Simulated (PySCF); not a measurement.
VICl3 (doublet state).
Geometry (PBE0-D3(BJ)/def2-SVP, Å), atoms numbered from 1 in this order:
```
atom  x, y, z in Å
V1     0.0027   -0.0373   -0.1089
I2     0.1047    0.1175    2.3735
Cl3    1.9806   -0.1150   -0.8704
Cl4   -0.8993    1.7081   -0.9100
Cl5   -1.1139   -1.7838   -0.5463
```

Computed with PBE0-D3(BJ)/def2-SVP geometry optimisation, gas phase, def2 core potentials past Kr (PySCF).

(1) Which atoms are bound to V1, and at what distances?

(2) List the angles at V1.

(3) What is the shape at V1?

Results:

(1) 4 atoms: Cl5 2.119 Å, Cl3 2.121 Å, Cl4 2.122 Å, I2 2.489 Å.

(2) 
```tsv
angle	degrees	distance of the outer atoms (Å)
Cl3–V1–Cl5	112.8	3.53
Cl4–V1–Cl5	112.1	3.52
I2–V1–Cl4	110.0	3.78
I2–V1–Cl3	108.8	3.75
Cl3–V1–Cl4	106.9	3.41
I2–V1–Cl5	106.2	3.69
```

(3) Tetrahedral: angles from 106.2° to 112.8°; τ4 = (360° − α − β)/141° = 0.96 with α and β the two widest (0 for a square, 1 for a tetrahedron).

Point group: near C3v, missed by 0.14 Å at most; the miss may be what the optimiser left on a soft mode (Cs holds within 0.08 Å). Charge 0, doublet. ⟨S²⟩ = 0.773 (exact for a doublet: 0.75). No frequency check.

The run took 8.9 min wall on an Arm Neoverse V2 with one thread, shared host with 192 logical CPUs at a one-minute load of 47, and the process peaked at 0.53 GiB of memory. That covers the optimisation of the geometry.
